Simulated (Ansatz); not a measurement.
Computed with Ansatz on PBE0-D4/def2-TZVP structures; ΔE is electronic, products minus reactants. CCSD(T)/CBS adds triple-zeta CCSD(T) − MP2 to the extrapolated MP2 energy (def2 sets, frozen cores). This one scheme is used for every species. DFT in def2-TZVPP. B3LYP here is the variant with VWN-RPA as its local correlation; programs differ in this. Each species was taken in one conformer, which may not be the lowest.

Consider the hydrogenolysis of the Si–O bond: `CO[SiH](Cl)OC` + H₂ → `CO[SiH2]Cl` + CH₃OH.

| level | ΔE (kJ/mol) |
| --- | --- |
| r2SCAN-D4 | 99.1 |
| PBE0-D4 | 87.5 |
| PBE0 | 80.7 |
| B3LYP | 83.2 |

Question: What does CCSD(T)/CBS give? (Estimate.)

Answer: Computed: +94.6 kJ/mol. The listed levels differ from it by 4.5, -7.1, -13.9, -11.4 kJ/mol.

Largest T1 diagnostic among the species: 0.011.

The D4 term adds +12.2 kJ/mol with B3LYP and +6.8 kJ/mol with PBE0; it sums over pairs of atoms, weighted by their polarisabilities, and B3LYP, whose exchange is more repulsive, gets the larger term. In def2-TZVPP, CCSD(T) changes the Hartree–Fock value by +10.6 kJ/mol (the triples alone add +3.2 kJ/mol) and MP2 by +17.3 kJ/mol.
